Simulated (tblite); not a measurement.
Species: C₃H₇BOSi.
Numbering: `[BH2:1][O:2][CH2:3][SiH2:4][C:5]#[CH:6]` (hydrogens: H7, H8 on B1; H9, H10 on C3; H11, H12 on Si4; H13 on C6)

Computed with GFN2-xTB (tblite), gas phase: L-BFGS steps from a force-field or distance-geometry start until the largest atomic force falls under 0.01 eV/Å.

Step 29: E = -461.6813 eV
```
atom  x, y, z in Å  |  force x, y, z in eV/Å
B1     -1.9762    1.1305   -0.9682   -0.607   1.049  -0.177
O2     -1.6849    0.0154   -0.3775   -0.210  -0.665  -0.971
C3     -0.9505   -0.2634    0.7458    0.483   0.159   0.862
Si4     0.6867   -1.2098    0.4249   -0.092  -0.071   0.481
C5      2.1569   -0.0982    0.3172   -0.138  -0.057  -0.297
C6      3.1507    0.5553    0.1431    0.005  -0.066  -0.167
H7     -1.7087    2.2499   -0.5752    0.068  -0.654  -0.149
H8     -2.7114    0.9522   -1.8771    0.200   0.270  -0.084
H9     -0.8072    0.6559    1.3320    0.130  -0.125   0.150
H10    -1.5659   -0.9550    1.3226   -0.106  -0.008   0.366
H11     0.8945   -1.9459    1.6772    0.078  -0.096   0.123
H12     0.4873   -2.1856   -0.6374    0.082   0.104  -0.273
H13     4.0244    1.0991   -0.0594    0.107   0.160   0.135
```

Step 30: E = -461.7399 eV
```
atom  x, y, z in Å  |  force x, y, z in eV/Å
B1     -1.9817    1.1368   -0.9721   -0.429   0.207   0.004
O2     -1.7119   -0.0027   -0.3799    0.105  -0.123  -0.446
C3     -0.9550   -0.2635    0.7672    0.054   0.052   0.162
Si4     0.6782   -1.2038    0.4257   -0.001  -0.110   0.399
C5      2.1514   -0.0929    0.3139   -0.121  -0.042  -0.295
C6      3.1483    0.5572    0.1409    0.035  -0.043  -0.170
H7     -1.6957    2.2363   -0.5800    0.088  -0.476  -0.068
H8     -2.6908    0.9661   -1.9035    0.182   0.261  -0.011
H9     -0.8000    0.6578    1.3375    0.011  -0.053   0.133
H10    -1.5562   -0.9665    1.3524   -0.094   0.181   0.252
H11     0.9017   -1.9505    1.6694    0.075  -0.092   0.126
H12     0.4812   -2.1746   -0.6447    0.077   0.138  -0.234
H13     4.0261    1.1009   -0.0587    0.018   0.101   0.149
```

Step 31: E = -461.7733 eV
```
atom  x, y, z in Å  |  force x, y, z in eV/Å
B1     -1.9896    1.1402   -0.9793   -0.258  -0.271   0.131
O2     -1.7124   -0.0065   -0.3874    0.156  -0.065  -0.113
C3     -0.9605   -0.2651    0.7851   -0.098   0.024  -0.292
Si4     0.6717   -1.2016    0.4355    0.064  -0.141   0.240
C5      2.1475   -0.0939    0.2994   -0.083  -0.013  -0.254
C6      3.1480    0.5535    0.1335    0.015  -0.028  -0.142
H7     -1.6886    2.2157   -0.5820    0.111  -0.155   0.020
H8     -2.6852    0.9827   -1.9204    0.159   0.196   0.001
H9     -0.7958    0.6586    1.3408   -0.058   0.017   0.179
H10    -1.5573   -0.9713    1.3764   -0.108   0.323   0.114
H11     0.9073   -1.9566    1.6696    0.078  -0.099   0.154
H12     0.4847   -2.1609   -0.6515    0.061   0.165  -0.169
H13     4.0258    1.1057   -0.0517   -0.039   0.046   0.132
```

Q: Estimate the geometry and energy of step 32. (The exact step hangs on the optimiser's Hessian estimate; all steps are aligned on step 31, rigid shifts and turns removed.)

A: E = -461.7978 eV, largest force 0.495 eV/Å
```
atom  x, y, z in Å  |  force x, y, z in eV/Å
B1     -1.9931    1.1308   -0.9829   -0.074  -0.406   0.273
O2     -1.7109   -0.0251   -0.4031    0.152  -0.060   0.135
C3     -0.9677   -0.2659    0.7915   -0.128   0.093  -0.419
Si4     0.6661   -1.2006    0.4446    0.102  -0.125   0.069
C5      2.1416   -0.0903    0.2852   -0.023   0.005  -0.216
C6      3.1476    0.5522    0.1254   -0.052  -0.044  -0.107
H7     -1.6709    2.1833   -0.5511    0.056  -0.045  -0.010
H8     -2.6726    1.0009   -1.9350    0.123   0.155  -0.018
H9     -0.8000    0.6751    1.3242   -0.113  -0.101   0.125
H10    -1.5594   -0.9642    1.4043   -0.103   0.443  -0.044
H11     0.9083   -1.9599    1.6719    0.089  -0.111   0.177
H12     0.4806   -2.1468   -0.6607    0.065   0.200  -0.079
H13     4.0260    1.1111   -0.0462   -0.093  -0.002   0.114
```

The energy changes by -0.0244 eV. The first-order estimate −F·Δx gives -0.0337 eV and the mean of the old and new forces, exact on a quadratic surface, -0.0243 eV. The step makes an angle of 62° with the force vector and moves no atom by more than 0.048 Å.

What follows is the cost of the whole relaxation. Hardware: one thread, Intel Xeon 6975P-C (x86_64), shared host with 192 logical CPUs at a one-minute load of 36. Cost: 0.5 s wall.
